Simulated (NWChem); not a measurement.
System: N2H3 anion

The following NWChem deck was run.

```
start job
memory heap 200 mb stack 700 mb global 900 mb
charge -1
geometry units angstroms noautosym nocenter noautoz
  N      0.005488    -0.805974     0.138560
  N      0.077348     0.656455    -0.039253
  H      0.675708    -1.145630    -0.560103
  H      0.307789     1.082281     0.868410
  H     -0.871442     1.007239    -0.226270
end
basis spherical
  * library def2-svp
end
dft
  xc b3lyp
  iterations 150
  mulliken
end
task dft energy
esp
  recalculate
  probe 0.07
  range 0.3
  factor 1.0
  spacing 0.02
end
task esp
```

Sets without diffuse functions describe the anion's extra electron poorly. Geometry: optimised at B3LYP/def2-SVPD. The highest occupied level is positive, so the extra electron may be held by the finite basis.

Atomic charges in e: unrestrained fits to the electrostatic potential beside Mulliken populations; buried atoms are poorly determined by the fit.

Atoms are numbered as in the input.

Task: Predict the main results of this run. (B3LYP/def2-SVP.) Quantities: ESP N1; Mulliken N1; ESP N2; Mulliken N2; relative RMS misfit of the potential (%).

Result: The ESP N1 is -0.91 and the Mulliken N1 is -0.68. The ESP N2 is -0.60, the Mulliken N2 is -0.22 and the relative RMS misfit of the potential (%) comes out as 6.
